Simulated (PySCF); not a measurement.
A run for PySCF: D3(BJ) and D4 dispersion corrections on CH7NSn (SMILES C[NH][SnH3]), a point of a torsion scan.

```python
from pyscf import gto
from pyscf.dispersion import dftd3, dftd4

mol = gto.M(
    atom='''
    C    -1.25438042   -0.25578772    0.38548632
    N    -1.23711937   -0.07739020   -1.05062561
    Sn   -1.24139975    1.69114063   -1.96934946
    H    -1.62290469    0.64856231    0.86410647
    H    -1.91528868   -1.08347079    0.64888636
    H    -0.26112576   -0.46110704    0.79705553
    H    -0.71783057   -0.82040204   -1.49271002
    H    -1.38424207    1.31006667   -3.57082779
    H     0.09291504    2.68463085   -1.72152040
    H    -2.57893429    2.46321279   -1.37722071
    ''',
    basis='def2-svp',
    charge=0, spin=0, verbose=0, max_memory=1800)
d3, d4 = {}, {}
for xc in ['hf', 'pbe', 'blyp', 'revpbe', 'tpss', 'r2scan', 'b3lyp', 'pbe0', 'bhlyp', 'camb3lyp', 'b2plyp']:
    d3[xc] = float(dftd3.DFTD3Dispersion(mol, xc=xc, version='d3bj', atm=False).get_dispersion()['energy'])
    print(f'D3(BJ) {xc:10s} {d3[xc]:14.8f} Eh')
for xc in ['hf', 'pbe', 'blyp', 'revpbe', 'tpss', 'r2scan', 'b3lyp', 'pbe0', 'bhlyp', 'camb3lyp', 'b2plyp']:
    d4[xc] = float(dftd4.DFTD4Dispersion(mol, xc={'camb3lyp': 'cam-b3lyp'}.get(xc, xc), atm=True).get_dispersion()['energy'])
    print(f'D4     {xc:10s} {d4[xc]:14.8f} Eh')
```

It printed:

```
D3(BJ) hf            -0.05304268 Eh
D3(BJ) pbe           -0.00639101 Eh
D3(BJ) blyp          -0.01396985 Eh
D3(BJ) revpbe        -0.01585526 Eh
D3(BJ) tpss          -0.00815455 Eh
D3(BJ) r2scan        -0.00177448 Eh
D3(BJ) b3lyp         -0.01151319 Eh
D3(BJ) pbe0          -0.00563634 Eh
D3(BJ) bhlyp         -0.00938457 Eh
D3(BJ) camb3lyp      -0.00529203 Eh
D3(BJ) b2plyp        -0.00555842 Eh
D4     hf            -0.02262980 Eh
D4     pbe           -0.00630516 Eh
D4     blyp          -0.01390004 Eh
D4     revpbe        -0.01941277 Eh
D4     tpss          -0.00849096 Eh
D4     r2scan        -0.00151294 Eh
D4     b3lyp         -0.01018798 Eh
D4     pbe0          -0.00530407 Eh
D4     bhlyp         -0.00791245 Eh
D4     camb3lyp      -0.00537885 Eh
D4     b2plyp        -0.00437290 Eh
```

The run finished.

Cost: roughly 0.06 core-seconds.
